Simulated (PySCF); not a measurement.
# Mn: ionisation energy

Mn [Ar] 3d5 4s2 (6S) → Mn⁺ [Ar] 3d5 4s1 (7S), as a difference of total energies. Computed with PySCF 2.14 in cc-pVDZ-DK (6s5p3d1f, 43 functions), with scalar relativity by spin-free X2C-1e. Correlated levels: valence: [Ar] frozen. The calculations carry no spin-orbit coupling.

| method | ionisation energy (eV) | error (eV) |
| --- | --- | --- |
| UHF | 6.032 | -1.402 |
| r2SCAN | 6.941 | -0.493 |
| MN15 | 7.403 | -0.031 |
| MP2 (valence) | 6.909 | -0.525 |
| SCS-MP2 (valence) | 7.093 | -0.341 |

Reference: 7.434 eV (measured; NIST Atomic Spectra Database, ionization energies).

Errors of the correlated levels include the incompleteness of this basis and the frozen core.

MP2 underrates the near-degeneracy of ns² with np² in the lower species.
